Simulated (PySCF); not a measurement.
PySCF 2.14 output of an unrestricted r2SCAN calculation on a single atom or ion in dyall-acv3z, with the non-relativistic Hamiltonian (point nucleus):

```
SCF conv_tol = 1e-09
number electrons alpha = 8  beta = 5
    J. W. Furness, A. D. Kaplan, J. Ning, J. P. Perdew, and J. Sun.,  J. Phys. Chem. Lett. 11, 8208-8215 (2020)
    J. W. Furness, A. D. Kaplan, J. Ning, J. P. Perdew, and J. Sun.,  J. Phys. Chem. Lett. 11, 9248-9248 (2020)
    J. W. Furness, A. D. Kaplan, J. Ning, J. P. Perdew, and J. Sun.,  J. Phys. Chem. Lett. 11, 8208-8215 (2020)
    J. W. Furness, A. D. Kaplan, J. Ning, J. P. Perdew, and J. Sun.,  J. Phys. Chem. Lett. 11, 9248-9248 (2020)
cycle= 1 E= -339.899091661095  delta_E= -0.00521  |g|= 0.00991  |ddm|= 0.0749
cycle= 2 E= -339.899100410737  delta_E= -8.75e-06  |g|= 0.000964  |ddm|= 0.00346
cycle= 3 E= -339.899100547796  delta_E= -1.37e-07  |g|= 0.000353  |ddm|= 0.000518
cycle= 4 E= -339.899100557057  delta_E= -9.26e-09  |g|= 4.03e-05  |ddm|= 7.86e-05
cycle= 5 E= -339.899100557221  delta_E= -1.64e-10  |g|= 1.98e-06  |ddm|= 1.88e-05
converged SCF energy = -339.899100557221  <S^2> = 3.7500835  2S+1 = 4.0000418
```

The run itself started from symmetry-adapted Hartree-Fock orbitals and held the occupation by maximum overlap, on a logarithmic radial grid, so the iterations belong to that start.

Task: Which element, charge and spin multiplicity is this?

Result: P²⁺ (phosphorus, charge +2), multiplicity 4; the state was [Ne] 3s1 3p2, high-spin 4P determinant (an excited configuration).
